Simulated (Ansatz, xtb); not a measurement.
**A geometry optimisation of C2H10B2NP with r2SCAN-D4/def2-SVP**

The starting geometry of this gas-phase singlet was built from a drawn formula by distance geometry and a force field; its bonds are those of `CBNCBP`.

| atom | x (Å) | y (Å) | z (Å) |
| --- | --- | --- | --- |
| C | -2.2882 | 0.5464 | -1.6473 |
| C | 0.1605 | -0.4808 | 0.2304 |
| B | -0.7376 | 0.1984 | -1.9441 |
| B | 1.1011 | -1.5350 | 0.9801 |
| N | 0.0016 | -0.8496 | -1.1949 |
| P | 2.9670 | -1.7167 | 0.4739 |
| H | -2.5967 | 1.3261 | -2.3896 |
| H | -2.8684 | -0.3152 | -1.7564 |
| H | -2.3452 | 0.9867 | -0.6184 |
| H | -0.1821 | 0.7061 | -2.9152 |
| H | -0.5900 | -1.7317 | -1.2214 |
| H | -0.8587 | -0.4183 | 0.7352 |
| H | 0.6777 | 0.5577 | 0.2877 |
| H | 0.6917 | -2.1477 | 1.9009 |
| H | 2.7180 | -3.0321 | -0.1727 |
| H | 2.8418 | -0.9548 | -0.7686 |

Problem. Predict what it relaxes into with r2SCAN-D4/def2-SVP.

Solution. It keeps its bonds, and is `CBNCBP`.

The energy falls by 2.03 eV over 45 steps:

```json
{"step": "1", "E − E(last) (eV)": "2.031"}
{"step": "6", "E − E(last) (eV)": "0.980"}
{"step": "11", "E − E(last) (eV)": "0.166"}
{"step": "16", "E − E(last) (eV)": "0.030"}
{"step": "21", "E − E(last) (eV)": "0.007"}
{"step": "25", "E − E(last) (eV)": "0.002"}
{"step": "30", "E − E(last) (eV)": "0.001"}
{"step": "35", "E − E(last) (eV)": "0.001"}
{"step": "40", "E − E(last) (eV)": "0.000"}
{"step": "45", "E − E(last) (eV)": "0.000"}
```

Final geometry (Å):

```xyz
16

C    -2.7533    0.4488   -1.9204
C     0.6314   -0.4148    0.0065
B    -1.2385    0.4784   -1.4941
B     1.2718   -1.8459    0.0910
N    -0.7409   -0.3324   -0.4705
P     2.8675   -2.1754    1.0380
H    -2.8477    0.1943   -2.9908
H    -3.3742   -0.2595   -1.3469
H    -3.2010    1.4531   -1.8189
H    -0.4415    1.2141   -2.0463
H    -1.3745   -0.9721    0.0033
H     0.7523    0.1082    0.9804
H     1.2695    0.1755   -0.6811
H     0.6871   -2.8173   -0.3338
H     3.5302   -3.0970    0.1854
H     3.6544   -1.0187    0.7779
```

From the same start GFN2-xTB ends elsewhere, differing in B4–N5 (1.74 against 2.58 Å here).

The end wasn't checked by frequencies. Run with Ansatz 0.2.0, 97 s on 4 threads of Arm Neoverse V1, on a shared host.
